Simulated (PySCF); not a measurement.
## Correlation energy of Mg (magnesium, neutral)

[Ne] 3s1 3d1, high-spin 3D determinant (an excited configuration). Calculation: PySCF 2.14, in aug-cc-pCVTZ; the non-relativistic Hamiltonian (point nucleus). Frozen: 1s2; 10 electrons correlated.

| level | correlation energy (mhartree) |
| --- | --- |
| CCSD | -273.81 |
| (T) | -2.32 |
| CCSD(T) | -276.13 |

Diagnostics: T1 = 0.0051, D1 = 0.0159, largest double amplitude 0.060.

The outer electron is Rydberg-like, and this basis confines it to a smaller radius and binds it less than a complete one would.

Cost of the coupled-cluster step: roughly 24 core-seconds, for 10 correlated electrons.

Iterations:

```
CC2 = 0
CCSD nocc = (np.int64(6), np.int64(4)), nmo = (74, 74)
frozen orbitals [[0], [0]]
max_cycle = 100
direct = 0
conv_tol = 1e-08
conv_tol_normt = 1e-06
diis_space = 8
diis_start_cycle = 0
Init t2, MP2 energy = -0.265950267211496
Init E_corr(UCCSD) = -0.265950267212355
cycle = 1  E_corr(UCCSD) = -0.271101968911159  dE = -0.0051517017  norm(t1,t2) = 0.0358011
cycle = 2  E_corr(UCCSD) = -0.273001943890815  dE = -0.00189997498  norm(t1,t2) = 0.0169187
cycle = 3  E_corr(UCCSD) = -0.273833868637345  dE = -0.000831924747  norm(t1,t2) = 0.00910549
cycle = 4  E_corr(UCCSD) = -0.273825411412135  dE = 8.45722521e-06  norm(t1,t2) = 0.0023397
cycle = 5  E_corr(UCCSD) = -0.273788088031316  dE = 3.73233808e-05  norm(t1,t2) = 0.00100147
cycle = 6  E_corr(UCCSD) = -0.273815553267777  dE = -2.74652365e-05  norm(t1,t2) = 0.000242175
cycle = 7  E_corr(UCCSD) = -0.27381264386171  dE = 2.90940607e-06  norm(t1,t2) = 5.01349e-05
cycle = 8  E_corr(UCCSD) = -0.273811292896316  dE = 1.35096539e-06  norm(t1,t2) = 1.63035e-05
cycle = 9  E_corr(UCCSD) = -0.273811758062476  dE = -4.65166159e-07  norm(t1,t2) = 6.12952e-06
cycle = 10  E_corr(UCCSD) = -0.273811769134055  dE = -1.10715793e-08  norm(t1,t2) = 1.39211e-06
cycle = 11  E_corr(UCCSD) = -0.273811725925028  dE = 4.32090269e-08  norm(t1,t2) = 2.78908e-07
cycle = 12  E_corr(UCCSD) = -0.273811725183608  dE = 7.41419537e-10  norm(t1,t2) = 8.1518e-08
UCCSD converged
E(UCCSD) = -199.678841129497  E_corr = -0.2738117251836084
UCCSD(T) correction = -0.00232179563219458
```
